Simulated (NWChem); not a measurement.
System: CH₅F₂NSi; SMILES NC[SiH](F)F

```xyz
10

N     -0.0036     2.2616     0.0149
C     -0.7792     1.0730    -0.3328
Si    -0.0151    -0.4947     0.3293
F      1.5012    -0.5693    -0.2398
F     -0.7746    -1.8265    -0.1878
H      0.0333     2.4009     1.0229
H      0.9586     2.1755    -0.3070
H     -0.8759     1.0035    -1.4306
H     -1.8135     1.1864     0.0350
H      0.0701    -0.5474     1.8104
```
Atoms are numbered in this order, from 1.

Program: NWChem. Medium grid unless said otherwise, to which SCAN and Minnesota functionals are sensitive. All runs use the structure optimised with PBE0/def2-SVP.

Task: Order these by “dipole (D)”, lowest first: B3LYP/def2-SVP; Hartree-Fock/def2-SVP; PBE/def2-SVP.

Result: PBE/def2-SVP (1.54), B3LYP/def2-SVP (1.61), Hartree-Fock/def2-SVP (1.82)
